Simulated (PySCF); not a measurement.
Gas-phase equilibrium of 1 mol H2S, 3.5 mol SO2 at 1800 K and 0.00133 bar, among 21 species (S2O, SO2, O2, O, S2, S6, HO2, H2S2, H2O, H, H2O2, H2S, O3, SO, SH, H2, S8, S, SO3, H2SO4, OH). Only gases are allowed; each row takes one source of thermochemistry for all species, and Cantera finds the minimum.

Method: PySCF energies plus ideal-gas RRHO corrections (1 bar). † marks an energy on the PBE0/def2-TZVP geometry and frequencies; other levels use their own. MP2 and CCSD(T) freeze the core. Open shells (unrestricted) among the columns below: O2 (multiplicity 3), O (multiplicity 3, electronic degeneracy 9), S2 (multiplicity 3), H (multiplicity 2), SO (multiplicity 3), S (multiplicity 3, electronic degeneracy 9), OH (multiplicity 2, electronic degeneracy 4); the rest are closed-shell singlets. Spin-orbit splitting is ignored; it lowers the true energy and changes the entropy of O, S, OH. MP2 isn't extrapolated to the basis-set limit. CCSD(T) isn't extrapolated to the basis-set limit. The harmonic model lacks anharmonicity and excited electronic states, which grow with temperature; levels with a mode under 35 cm⁻¹ are left out. Warning, large T1 diagnostic: SO2 (CCSD(T)/def2-SVP†).

Molecules larger than those listed are left out.

With CCSD(T)/def2-SVP† thermochemistry: SO2 0.11, SO 0.51, H2O 0.15, O2 0.12, S2 0.025, H2 0.0061, S 0.055, OH 0.0088, O 0.0068, H 0.0019.

Question: How far does the composition move with the other sources (M06-2X/def2-TZVP†, MP2/def2-TZVPP†, PBE0/def2-TZVP, ωB97M-V/def2-TZVP†)?

Answer: 
```json
[
 {"thermochemistry": "CCSD(T)/def2-SVP†", "x SO2": "0.11", "x SO": "0.51", "x H2O": "0.15", "x O2": "0.12", "x S2": "0.025", "x H2": "0.0061", "x S": "0.055", "x OH": "0.0088", "x O": "0.0068", "x H": "0.0019"},
 {"thermochemistry": "M06-2X/def2-TZVP†", "x SO2": "0.52", "x SO": "0.19", "x H2O": "0.15", "x O2": "0.00020", "x S2": "0.084", "x H2": "0.045", "x S": "0.0048", "x OH": "0.00093", "x O": "4.1e-5", "x H": "0.0027"},
 {"thermochemistry": "MP2/def2-TZVPP†", "x SO2": "0.61", "x SO": "0.066", "x H2O": "0.13", "x O2": "4.2e-6", "x S2": "0.11", "x H2": "0.069", "x S": "0.0092", "x OH": "0.00013", "x O": "3.9e-6", "x H": "0.0062"},
 {"thermochemistry": "PBE0/def2-TZVP", "x SO2": "0.49", "x SO": "0.23", "x H2O": "0.15", "x O2": "0.00050", "x S2": "0.074", "x H2": "0.045", "x S": "0.0033", "x OH": "0.0013", "x O": "4.7e-5", "x H": "0.0046"},
 {"thermochemistry": "ωB97M-V/def2-TZVP†", "x SO2": "0.56", "x SO": "0.14", "x H2O": "0.12", "x O2": "6.0e-5", "x S2": "0.089", "x H2": "0.073", "x S": "0.0045", "x OH": "0.00066", "x O": "2.0e-5", "x H": "0.0033"}
]
```
The most sensitive of these is O2: it spans a factor of 10^4.4 over these rows; at this temperature one factor of ten is RT ln 10 = 34 kJ/mol.
